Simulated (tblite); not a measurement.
Parent: `[F:1][SiH2:2][S:3][SiH2:4][F:5]` with F1–Si2–S3–Si4 -59°, Si2–S3–Si4–F5 -59°, F2H4SSi2.

Structures optimised with GFN2-xTB, isolated species. One conformer each, not checked by frequencies here.

```tsv
coordinate of the parent	value
F1–Si2	1.609 Å
Si2–S3	2.141 Å
S3–Si4	2.141 Å
Si4–F5	1.609 Å
F1–Si2–S3	108.0°
Si2–S3–Si4	102.7°
S3–Si4–F5	107.9°
```

How does the shared frame change in `[F:1][SiH2:2][S:3][Si@H:4]([F:5])[CH:6]1[CH2:7][CH2:8]1` with F1–Si2–S3–Si4 -51°, Si2–S3–Si4–F5 -52°, S3–Si4–C6–C7 -151°, C3H8F2SSi2? Atoms pair as F1 = F1, Si2 = Si2, S3 = S3, Si4 = Si4, F5 = F5 (parent first).

```tsv
parent	relative	value in the relative	change
F1–Si2	F1–Si2	1.609 Å	0.000
Si2–S3	Si2–S3	2.135 Å	-0.006
S3–Si4	S3–Si4	2.146 Å	+0.005
Si4–F5	Si4–F5	1.618 Å	+0.009
F1–Si2–S3	F1–Si2–S3	107.8°	-0.2
Si2–S3–Si4	Si2–S3–Si4	101.3°	-1.4
S3–Si4–F5	S3–Si4–F5	107.5°	-0.4
```

Of the parent's bonds, Si4–F5 changes most (+0.009 Å). Bonds of the relative outside the shared frame: Si4–C6 1.867, C6–C7 1.507, C7–C8 1.488, C6–C8 1.506 Å. Point group C2 → C1.

How does the shared frame change in `[CH:1]#[C:2][Si@H:3]([F:4])[S:5][SiH2:6][F:7]` with C2–Si3–S5–Si6 66°, Si3–S5–Si6–F7 -59°, C2H4F2SSi2? Atoms pair as F1 = F4, Si2 = Si3, S3 = S5, Si4 = Si6, F5 = F7 (parent first).

```
    parent    relative  value in the relative  change
    F1–Si2      F4–Si3                1.612 Å  +0.003
    Si2–S3      Si3–S5                2.154 Å  +0.013
    S3–Si4      S5–Si6                2.136 Å  -0.005
    Si4–F5      Si6–F7                1.607 Å  -0.002
 F1–Si2–S3   F4–Si3–S5                 107.6°    -0.4
Si2–S3–Si4  Si3–S5–Si6                 103.2°    +0.5
 S3–Si4–F5   S5–Si6–F7                 108.8°    +0.9
```

Of the parent's bonds, Si2–S3 changes most (+0.013 Å). Bonds of the relative outside the shared frame: C1≡C2 1.202, C2–Si3 1.840 Å. Point group C2 → C1.

The numbers are calculated, not measured.
